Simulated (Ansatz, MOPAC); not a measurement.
Potential energy curve for SeAl (cation, charge +1), lowest singlet found (which spin is the ground state isn't settled by this scan).

- FCI = Ansatz (a quantum-chemistry and plane-wave program) with full CI/cc-pVDZ, cores with 3d frozen
- PM6, restricted, heats of formation (MOPAC)

Energies are in kcal/mol, each relative to the lowest point of its own curve between 2.21 and 2.88 Å, where full CI is lowest.

```
R / Å         FCI         PM6
-----  ----------  ----------
2.21          2.1        28.4
2.30   (withheld)        14.7
2.35          0.0  (withheld)
2.43          1.1         3.9
2.53          3.8  (withheld)
2.62          7.1         0.0
2.72   (withheld)         1.0
2.88   (withheld)  (withheld)
```

**Question.** What belongs in the gaps?

**Answer.** 
- 2.30, FCI: 0.1
- 2.35, PM6: 9.5
- 2.53, PM6: 0.6
- 2.72, FCI: 10.9
- 2.88, FCI: 16.6
- 2.88, PM6: 4.5

The scan ran from 1.74 to 8.17 Å; beyond the distances shown full CI changes its symmetry label. Also computed but left out beside FCI, since their determinant holds another spin at the minimum (<S²> over 0.7 above the pure value): UMP2, UKS-PBE, UKS-PBE0, UKS-B3LYP/6-31G*. The restricted form behind PM6 keeps the bonding electrons paired and can't separate into open-shell fragments.
